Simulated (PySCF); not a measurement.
CH₃Si, SMILES C=[SiH] (connectivity only; charge and spin as stated), charge +1, multiplicity 1. Heavy atoms are numbered as in [CH2:1]=[SiH:2]. Hydrogens are named by the atom that carries them.

The structure is a stationary point at r2SCAN-D4/def2-TZVP. A frequency run showed that this geometry is not a minimum. The spin state was assumed, not searched. The isomer is the one that the SMILES or the coordinates give; other isomers of the formula were not compared.

Calculation: PySCF with B3LYP/def2-TZVPD.

ESP charges are fitted to the potential on shells at 1.4 to 2.0 van der Waals radii. Atomic charges (e), one atom of each kind:

| atom | IAO | ESP fit |
|---|---|---|
| C1 (CH2) | -0.64 | -0.96 |
| Si2 (SiH) | 1.05 | 1.00 |
| H on C1 | 0.26 | 0.42 |
| H on Si2 | 0.07 | 0.11 |
